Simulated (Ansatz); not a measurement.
`CO[SiH](C)[SeH]` + `[SiH3]C=S` → `S=C[SiH2][SeH]` + `CO[SiH2]C`  (formal exchange of groups at the Se–Si bond)

Isolated molecules relaxed with PBE0-D4/def2-TZVP in Ansatz; ΔE leaves out vibrations. CBS: MP2 limit from def2 TZ/QZ plus the TZ coupled-cluster correction, frozen cores. For Se outer-core shells are correlated without core-valence functions, which leaves a few kJ/mol of doubt a bond. Scalar relativity is left out up to krypton. Each species was taken in one conformer, which may not be the lowest.

`CO[SiH](C)[SeH]`:

Z-matrix (Å, degrees):
```
C
O 1 1.408
H 1 1.097 2 111.5
H 1 1.095 2 111.1 3 -121.4
H 1 1.091 2 108.2 3 119.2
Si 2 1.639 1 123.8 3 59.4
Se 6 2.291 2 112.3 1 57.5
C 6 1.851 2 106.7 1 176.5
H 6 1.488 2 109.6 1 -60.1
H 7 1.467 6 92.8 2 -90.1
H 8 1.092 6 110.7 2 174.5
H 8 1.093 6 110.0 2 54.2
H 8 1.092 6 110.7 2 -65.2
```

`[SiH3]C=S`:

```xyz
7

Si   -0.034    0.544    0.587
C    -0.002   -0.796   -0.732
S     0.663   -0.609   -2.187
H     0.636    1.760    0.074
H     0.654    0.031    1.803
H    -1.451    0.828    0.943
H    -0.466   -1.758   -0.488
```

`S=C[SiH2][SeH]`:

Z-matrix (Å, degrees):
```
Si
C 1 1.877
Se 1 2.283 2 110.1
H 1 1.478 2 109.2 3 117.0
H 1 1.486 2 109.2 3 -120.1
S 2 1.611 1 122.8 3 -117.2
H 2 1.095 1 118.1 3 61.7
H 3 1.469 1 92.8 2 -78.4
```

`CO[SiH2]C`:

```xyz
12

C     0.685   -1.093    1.394
O     0.967    0.180    0.868
Si    0.550    0.630   -0.659
C    -1.296    0.732   -0.895
H     1.206   -1.195    2.348
H     1.028   -1.893    0.726
H    -0.388   -1.227    1.573
H     1.108   -0.355   -1.634
H     1.184    1.955   -0.866
H    -1.774   -0.241   -0.750
H    -1.525    1.066   -1.911
H    -1.744    1.442   -0.196
```

```tsv
species	CCSD(T)/def2-TZVPP energy (Eh)
`CO[SiH](C)[SeH]`	-2845.26356
`[SiH3]C=S`	-727.18370
`S=C[SiH2][SeH]`	-3127.34135
`CO[SiH2]C`	-445.10044
```

**Question.** Work out ΔE.

**Answer.** ΔE = (-3127.34135) + (-445.10044) − (-2845.26356) − (-727.18370) = 0.00547 Eh = +14.4 kJ/mol. CCSD(T)/CBS gives +14.4 kJ/mol.

Largest T1 diagnostic among the species: 0.015.

In def2-TZVPP, CCSD(T) changes the Hartree–Fock value by +3.9 kJ/mol (the triples alone add +0.5 kJ/mol) and MP2 by +3.2 kJ/mol.
